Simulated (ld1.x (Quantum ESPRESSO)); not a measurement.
**Ir: excitation energies, all-electron against TM**

```
Element                 : iridium (Ir)
Generator               : ld1.x (Quantum ESPRESSO) 7.5
Type                    : norm-conserving Troullier–Martins (Kleinman–Bylander form)
Functional              : PBE
Relativity              : fully relativistic
Frozen core             : [Xe] 4f14
Valence charge          : 9
Reference configuration : 5d7 6s1 6p0 (charge +1)
Partial waves           : 6s (bound): rc 2.50 bohr; 5d (bound): rc 1.30 bohr; 6p (bound, empty): rc 2.55 bohr
Local potential         : the p channel
Core correction         : Bessel-smoothed model core, default radius (core density twice the valence density)
```

Open shells are filled in proportion to 2j + 1 (rel_dist='average').

Energies are relative to the spin-unpolarised reference configuration 5d7 6s1 6p0; without spin polarisation the order of configurations can differ from experiment. The p channel is local and has no spin–orbit splitting in the pseudo-atom.

```csv
valence configuration,charge,ΔE all-electron (eV),error AE − PS (meV)
5d7 6s2 6p0,0,-9.888,-7.7
5d7 6s0 6p0,+2,17.474,-21
5d5 6s0 6p0,+4,91.563,-881
5d7 6s0 6p1,+1,6.395,-67
5d8 6s0 6p0,+1,-1.253,-115
5d7 6s0 6p2,0,0.997,-114
```

(1) What are ΔE and the potential's error for 5d6 6s0 6p0?

Levels in the configuration 5d6 6s0 6p0:

```tsv
level	all-electron (eV)	pseudo (eV)
5d j=3/2	-37.733	-38.161
5d j=5/2	-36.282	-36.689
```

## Answers

(1) ΔE = 48.009 eV all-electron; the error (AE − PS) is -233 meV.
